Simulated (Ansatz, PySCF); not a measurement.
Reaction (SMILES): ClBr + [H][H] (H2) → Br (HBr) + Cl (HCl)
Structures are relaxed separately at B3LYP-D3(BJ)/def2-TZVP in Ansatz (a program for electronic structure).
Geometry of the first species:
SMILES: ClBr
```xyz
2

Cl     0.0000     0.0000    -1.4574
Br     0.0000     0.0000     0.7079
```

Property: energy of full hydrogenation (0 K, with B3LYP-D3(BJ) harmonic zero-point energies from PySCF), in eV. Valence correlation only, unless marked. Spin-orbit coupling is left out. Frozen are the shells of the preceding noble gas and the d and f shells that filled before the atom's block. No relativistic terms. CBS marks a two-point X^-3 extrapolation of the correlation energy; Hartree-Fock from the larger set.

| level | program | energy of full hydrogenation (eV) |
|---|---|---|
| TPSS-D3(BJ)/def2-TZVPD | PySCF + dftd3 | -1.23 |
| PBE0-D3(BJ)/def2-TZVP | Ansatz + dftd3 | -1.48 |
| MN15-D3(BJ)/def2-TZVPD | PySCF + dftd3 | -1.49 |
| RI-MP2/def2-TZVPP | Ansatz | -1.62 |
| RI-MP2/def2-TZVPPD | Ansatz | -1.62 |
| CCSD/def2-SVPD | Ansatz | -1.96 |
| CCSD(T)/CBS(def2-TZVPPD,def2-QZVPPD) | Ansatz | -1.51 |
